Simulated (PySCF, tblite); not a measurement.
Compound: C6H2F2O2S.
Numbering: `[O:1]=[C:2]([F:3])[c:4]1[cH:5][cH:6][c:7]([C:8](=[O:9])[F:10])[s:11]1` (hydrogens: H12 on C5; H13 on C6)

Computed geometry: GFN2-xTB, gas phase.

(1) Give the optimised bond lengths and angles.

Results:

(1) 
```tsv
bond	length (Å)	order
O1=C2, C8=O9	1.183	double
C2–F3, C8–F10	1.366	single
C2–C4, C7–C8	1.450	single
C4–C5, C6–C7	1.382	aromatic
C5–C6	1.393	aromatic
C4–S11, C7–S11	1.725	aromatic
C5–H12, C6–H13	1.075	single
```

Bonds in one row agree within 0.01 Å and their mean is given. Orders are formal, as drawn. A selection of angles:
```tsv
angle	degrees
O1–C2–F3	119.8
O1–C2–C4	129.4
F3–C2–C4	110.7
C2–C4–C5	127.8
C2–C4–S11	119.6
C5–C4–S11	112.6
C4–C5–C6	112.4
C4–S11–C7	90.1
```

Torsions: O1–C2–C4–C5 180° (antiperiplanar); C6–C7–C8–O9 180° (antiperiplanar).

The 11 heavy atoms lie in one plane (0.001 Å rms). The C–C distances run from 1.382 Å (C6–C7, aromatic) to 1.450 Å (C2–C4, drawn single), a spread of 0.068 Å. Of the pairs four or more bonds apart, F3···H12 is among the closest relative to their van der Waals radii: 2.57 Å, 96 % of the sum of Bondi's values. The 5-membered ring C4–C5–C6–C7–S11 has internal angles of 90.1° to 112.6°; it is planar, 0.00 Å rms from its mean plane, widest ring torsion 0°.

Point group: C2v (every atom within 0.08 Å of its image). Its GFN2-xTB frequencies are all real (lowest 54 cm⁻¹). One conformer, not necessarily the lowest. 3 starts were optimised and ended at 0.00, 0.15 and 0.15 kcal/mol (GFN2-xTB); the lowest of these is shown.
